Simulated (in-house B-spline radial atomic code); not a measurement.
Configurations of Cr, with energies counted from [Ar] 3d5 4s1. Level of theory: scalar-relativistic (X2C) PBE, spin-polarised, spherical fractional occupations, Fermi nucleus of rms radius 3.6452 fm; calculated with a B-spline radial code for spherical atoms. Shells without spins written out take the highest spin.

Occupations are held fixed; configurations that lie above the ionisation limit could autoionise.

```tsv
configuration	E - E(ref) (eV)	highest orbital	its <r> (bohr)
[Ar] 3d(0 up, 5 down) 4s(1 up, 0 down)	1.3216	4s up	3.688
[Ar] 3d(5 up, 0 down) 5s(1 up, 0 down)	4.8743	5s up	8.748
[Ar] 3d(2 up, 3 down) 4s(0 up, 1 down)	4.9297	3d up	1.515
[Ar] 3d4 4s1 5f1	8.3617	5f up	27.96
[Ne] 3s2 3p5 3d5 4s2	40.349	4s down	3.414
[Ne] 3s2 3p5 3d5 4s1 5f1	46.581	5f up	27.99
[Ne] 3s2 3p(2 up, 3 down) 3d(4 up, 1 down) 4s(1 up, 0 down) 5d(1 up, 0 down)	54.318	5d up	17.46
```

(1) Order these further configurations by energy, lowest first.
A. [Ne] 3s2 3p5 3d5 4s1 5p1
B. [Ar] 3d(1 up, 3 down) 4s(0 up, 1 down) 4f(0 up, 1 down)
C. [Ar] 3d5 5f1
D. [Ne] 3s2 3p5 3d5 4s1 4f1
E. [Ar] 3d6

(2) How far above the reference does [Ar] 3d4 4s1 5p1 lie?

(3) How far above the reference does [Ar] 3d(3 up, 1 down) 4s(1 up, 0 down) 4p(1 up, 0 down) lie?

(4) How far above the reference does [Ne] 3s2 3p5 3d5 4s1 4d1 lie?

Results:

(1) E (4.4102 eV), C (6.7209 eV), B (11.032 eV), A (45.297 eV), D (46.291 eV).

(2) 7.0873 eV; its least bound orbital is 5p up with <r> = 10.52 bohr.

(3) 7.0777 eV; its least bound orbital is 4p up with <r> = 4.14 bohr.

(4) 45.501 eV; its least bound orbital is 4d up with <r> = 9.333 bohr.
